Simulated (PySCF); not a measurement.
A structure optimised at PBE-D3(BJ)/def2-TZVP, used in a PySCF frequency run:

```
B
F 1 1.2386
F 1 1.2386 2 180.00
```
Charge +1, spin multiplicity 1.

Write its SMILES, formula and point group.

F[B+]F, BF2, D∞h

What are its rotational constants (standard atomic weights)?

8.6699 GHz (linear rotor, B only)
